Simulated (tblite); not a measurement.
Species: C8H6FO (doublet state).
Cartesian coordinates in Å at the GFN2-xTB level; atoms count from 1:
```
atom  x, y, z in Å
C1    -2.4180    0.6504    0.2955
C2    -1.5303    0.1518   -0.5565
C3    -0.1230   -0.1339   -0.2568
C4     0.6803    0.7186    0.5167
O5     0.2328    1.8926    1.0127
C6     2.0210    0.3872    0.7613
C7     2.4972   -0.7671    0.2289
C8     1.7854   -1.6384   -0.5432
C9     0.4654   -1.2838   -0.7840
F10   -0.2910   -2.1064   -1.5426
H11   -2.1919    0.8491    1.3315
H12   -3.4366    0.8281   -0.0047
H13   -1.8402   -0.1126   -1.5597
H14   -0.6664    2.0597    0.6929
H15    2.6185    1.0613    1.3530
H16    2.1891   -2.5478   -0.9564
```

The geometry is computed with GFN2-xTB (gas phase). This method treats the open shell by occupation alone, without spin polarisation.

Take the most abundant isotopes and a rigid rotor. The values belong to one conformer with, in the numbering `[CH2:1]=[CH:2][c:3]1[c:4]([OH:5])[cH:6][c:7][cH:8][c:9]1[F:10]`, C1–C2–C3–C4 -41°, C3–C4–O5–H -4°.

Q: Give the principal moments of inertia and the rotational constants in GHz.

A: Ia = 279.69, Ib = 335.67, Ic = 603.77 u·Å²; 505379 MHz·u·Å²/I gives 1807, 1506 and 837.0 MHz, that is A = 1.8069, B = 1.5056, C = 0.8370 GHz.

Q: What kind of rotor is it?

A: An asymmetric top: κ = (2 × 1506 − 1807 − 837.0)/(1807 − 837.0) = 0.38.

Q: Is it planar, by Δ = Ic − Ia − Ib?

A: Not planar: Δ = Ic − Ia − Ib = -11.59 u·Å². For a rigid frame Δ = −2 Σ m c², so Σ m c² = 5.80 u·Å² lies off the ab plane: 2.17 from hydrogen and 3.63 from heavier atoms. The atom farthest from that plane is 1.10 Å away.

Q: Give the other two planar moments, Paa and Pbb, and the rms extents of the mass along the axes.

A: Paa = Σ m a² = (Ib + Ic − Ia)/2 = 329.88 and Pbb = Σ m b² = (Ia + Ic − Ib)/2 = 273.90 u·Å². With the mass M = 137.04 u, the rms extents √(P/M) along a, b and c are 1.55, 1.41, 0.21 Å.

Q: Where do the levels up to J = 5 lie, in MHz?

A: Above 0(0,0):
J = 1: 1(0,1) 2343, 1(1,1) 2644, 1(1,0) 3312
J = 2: 2(0,2) 6579, 2(1,2) 6661, 2(1,1) 8666, 2(2,1) 9570, 2(2,0) 10019
J = 3: 3(0,3) 12442, 3(1,3) 12457, 3(1,2) 16225, 3(2,2) 16598, 3(2,1) 18211, 3(3,1) 20005, 3(3,0) 20248
J = 4: 4(0,4) 19951, 4(1,4) 19953, 4(1,3) 25483, 4(2,3) 25578, 4(2,2) 28942, 4(3,2) 29912, 4(3,1) 31068, 4(4,1) 33986, 4(4,0) 34097
J = 5: 5(0,5) 29128, 5(1,5) 29129, 5(1,4) 36318, 5(2,4) 36337, 5(2,3) 41630, 5(3,3) 41978, 5(3,2) 44770, 5(4,2) 46654, 5(4,1) 47371, 5(5,1) 51543, 5(5,0) 51589
The levels of one J sum to (2J + 1)J(J + 1)(A + B + C)/3.

For this open shell read J as N, the rotation without spin; fine and hyperfine splittings come on top. Its GFN2-xTB frequencies are all real (lowest 103 cm⁻¹). These are rigid-rotor constants of the computed structure; measured ground-state constants (B0) also hold zero-point vibration.
